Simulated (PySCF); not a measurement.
From one molecule to another.

First species: C6H9NO.
SMILES: `N#CC[C@@H]1CCCO1`

Second species: C6H9NO.
SMILES: `C/N=C\C=C/C(C)=O`

Levels: B3LYP/def2-SVPD for HOMO energy, LUMO energy, HOMO–LUMO gap and static isotropic polarisability; TDDFT B3LYP/def2-SVPD for lowest singlet excitation; TDA B3LYP/def2-SVPD for lowest triplet excitation (Tamm–Dancoff). Geometries: GFN2-xTB. Each structure is a single optimised conformer of the isolated species, non-relativistic unless stated. Electronic properties by PySCF.

Dipoles, sizes and rotational constants follow the conformer. The torsions of the flexible species, by atom-mapped SMILES:
- `[CH3:1]/[N:2]=[CH:3]\[CH:4]=[CH:5]/[C:6]([CH3:7])=[O:8]`: N2–C3–C4–C5 178°, C4–C5–C6–C7 165°

The conformers of `N#CC[C@@H]1CCCO1` aren't listed.

Values for the first species:

```
HOMO energy                              : -7.40 eV
LUMO energy                              : -0.04 eV
HOMO–LUMO gap                            : 7.36 eV
Lowest singlet excitation                : 6.45 eV
Lowest triplet excitation (Tamm–Dancoff) : 6.20 eV
Static isotropic polarisability          : 74.3 au
```

(1) Estimate the same properties for the second species, and the change in each.

Results:

(1) 
```json
{"property": "HOMO energy", "first": "-7.40 eV", "second": "-6.67 eV", "second less first": "+0.73 eV"}
{"property": "LUMO energy", "first": "-0.04 eV", "second": "-2.75 eV", "second less first": "-2.71 eV"}
{"property": "HOMO–LUMO gap", "first": "7.36 eV", "second": "3.92 eV", "second less first": "-3.44 eV"}
{"property": "lowest singlet excitation", "first": "6.45 eV", "second": "2.77 eV", "second less first": "-3.68 eV"}
{"property": "lowest triplet excitation (Tamm–Dancoff)", "first": "6.20 eV", "second": "2.31 eV", "second less first": "-3.89 eV"}
{"property": "static isotropic polarisability", "first": "74.3 au", "second": "91.9 au", "second less first": "+17.6 au"}
```

On the first: The polarisability is 11.01 Å³ as a volume (1 au = 0.148185 Å³), or 1.24 au for each of the 60 electrons. No computed singlet falls in the visible range (750 to 380 nm, 1.65 to 3.26 eV); S1 lies 3.19 eV above its blue end.

On the second: 1 of the 8 computed singlets lies in the visible range (750 to 380 nm, 1.65 to 3.26 eV), with an oscillator strength of 0.000. The principal polarisabilities are 57.1, 77.5 and 141.1 au; their mean is the isotropic value.
